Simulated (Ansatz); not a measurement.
System: HgI, net charge 0, doublet state. The spin state was set by rule; other spins were not relaxed. SMILES of the parent species: [I][Hg]
Geometry from a B3LYP-D3(BJ)/def2-TZVP (Ansatz, a first-principles code) optimisation:
```
Hg
I 1 2.8364
```
Charge 0, spin multiplicity 2.

Quantity: atomisation energy (electronic, to ground-state atoms), in eV. Cores are frozen in the correlated levels unless marked. Open shells are spin-unrestricted. No spin-orbit coupling. The frozen core is the preceding noble-gas configuration, with the filled d and f shells of earlier blocks. Past Kr the def2 sets carry scalar-relativistic core potentials. The coupled-cluster limit lacks core correlation, which all-electron functionals hold. CBS marks a two-point X^-3 extrapolation of the correlation energy; Hartree-Fock from the larger set.

| level | program | atomisation energy (eV) | minus last row |
|---|---|---|---|
| HF/def2-SVPD | Ansatz | 0.23 | -0.33 |
| B97M-V/def2-TZVPD | Ansatz | 0.62 | 0.06 |
| PBE0-D4/def2-TZVP | Ansatz + dftd4 | 0.70 | 0.14 |
| BHLYP-D4/def2-TZVPD | Ansatz + dftd4 | 0.58 | 0.02 |
| CAM-B3LYP-D3(BJ)/def2-TZVPD | Ansatz + dftd3 | 0.55 | -0.01 |
| SCS-MP2/def2-TZVPPD | Ansatz | 0.15 | -0.41 |
| CCSD/def2-SVPD | Ansatz | 0.28 | -0.28 |
| CCSD/def2-TZVPP | Ansatz | 0.32 | -0.24 |
| CCSD/def2-QZVPPD | Ansatz | 0.43 | -0.13 |
| CCSD(T)/CBS(def2-TZVPPD,def2-QZVPPD) | Ansatz | 0.56 | 0.00 |
